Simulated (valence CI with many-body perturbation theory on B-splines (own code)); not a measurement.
**V18+: calculated level list**

Level of theory: valence CI with perturbative core correlation (CI+MBPT): three valence electrons over a frozen Dirac-Fock core [He], radial functions for each j: 11 s, 11 p, 10 d, 8 f, 5 g, 2 h, with the one-electron correlation potential Σ1 (screened to all orders), the two-electron term Σ2, the three-electron term Σ3, Breit, model QED; selected single and double excitations, second order for the rest, scaled by the run's own slope (own B-spline code, finite nucleus).

No measured levels were compared; by estimate levels of excited configurations hold to 0.05 to 0.15 % of their energy, terms of the ground configuration to about 0.5 %.

Levels 181 to 204 of 204, with energies above the lowest level, 2s2 2p 2P°_1/2. "Leading %" is the weight of the configuration and term that name the level; weights of strongly mixed levels are sums over their largest components and can fall short. In the jj column 3d3/2^4 stands for four electrons in 3d with j = 3/2.

| No. | Configuration | Term | J | E (eV) | Leading % | g | Leading jj |
| --- | --- | --- | --- | --- | --- | --- | --- |
| 181 | 2s 2p 4f | 4D | 3/2 | 1093.5 | 71 | 1.000 | 2s 2p3/2 4f5/2 (99 %) |
| 182 | 2s 2p 4f | 2G | 9/2 | 1093.7 | 86 | 1.124 | 2s 2p3/2 4f5/2 (75 %) |
| 183 | 2s 2p 4f | 4D | 5/2 | 1093.8 | 35 | 1.158 | 2s 2p3/2 4f7/2 (99 %) |
| 184 | 2s 2p 4f | 4D | 1/2 | 1093.8 | 100 | 0.001 | 2s 2p3/2 4f5/2 (100 %) |
| 185 | 2s 2p 4f | 2D | 3/2 | 1094.4 | 80 | 0.855 | 2s 2p3/2 4f7/2 (99 %) |
| 186 | 2s 2p 4s | 2P° | 1/2 | 1105.8 | 98 | 0.671 | 2s 2p3/2 4s (75 %) |
| 187 | 2s 2p 4s | 2P° | 3/2 | 1106.0 | 97 | 1.336 | 2s 2p3/2 4s (76 %) |
| 188 | 2s 2p 4p | 2D | 3/2 | 1113.5 | 87 | 0.860 | 2s 2p3/2 4p1/2 (77 %) |
| 189 | 2s 2p 4p | 2P | 1/2 | 1113.7 | 88 | 0.809 | 2s 2p3/2 4p1/2 (69 %) |
| 190 | 2s 2p 4p | 2D | 5/2 | 1114.1 | 98 | 1.202 | 2s 2p3/2 4p3/2 (75 %) |
| 191 | 2s 2p 4p | 2P | 3/2 | 1114.7 | 87 | 1.276 | 2s 2p3/2 4p3/2 (76 %) |
| 192 | 2s 2p 4p | 2S | 1/2 | 1115.3 | 86 | 1.865 | 2s 2p3/2 4p3/2 (70 %) |
| 193 | 2s 2p 4d | 2F° | 7/2 | 1120.5 | 98 | 1.144 | 2s 2p3/2 4d5/2 (75 %) |
| 194 | 2s 2p 4d | 2F° | 5/2 | 1120.5 | 96 | 0.864 | 2s 2p3/2 4d3/2 (76 %) |
| 195 | 2s 2p 4d | 2D° | 3/2 | 1120.7 | 98 | 0.801 | 2s 2p3/2 4d3/2 (69 %) |
| 196 | 2s 2p 4d | 2D° | 5/2 | 1121.1 | 96 | 1.194 | 2s 2p3/2 4d5/2 (76 %) |
| 197 | 2s 2p 4d | 2P° | 1/2 | 1122.0 | 98 | 0.663 | 2s 2p3/2 4d3/2 (76 %) |
| 198 | 2s 2p 4d | 2P° | 3/2 | 1122.2 | 98 | 1.332 | 2s 2p3/2 4d5/2 (69 %) |
| 199 | 2s 2p 4f | 2F | 5/2 | 1123.8 | 98 | 0.857 | 2s 2p3/2 4f5/2 (74 %) |
| 200 | 2s 2p 4f | 2F | 7/2 | 1123.9 | 98 | 1.143 | 2s 2p3/2 4f7/2 (74 %) |
| 201 | 2s 2p 4f | 2G | 7/2 | 1124.6 | 98 | 0.889 | 2s 2p3/2 4f5/2 (73 %) |
| 202 | 2s 2p 4f | 2G | 9/2 | 1124.7 | 98 | 1.112 | 2s 2p3/2 4f7/2 (76 %) |
| 203 | 2s 2p 4f | 2D | 3/2 | 1125.4 | 98 | 0.797 | 2s 2p3/2 4f5/2 (76 %) |
| 204 | 2s 2p 4f | 2D | 5/2 | 1125.5 | 98 | 1.199 | 2s 2p3/2 4f7/2 (73 %) |

Names give the largest LS component (configuration and term), which can be under half, so a name can repeat, a term be missing and a line seem to break the LS rules; names also repeat where a configuration has a term twice.
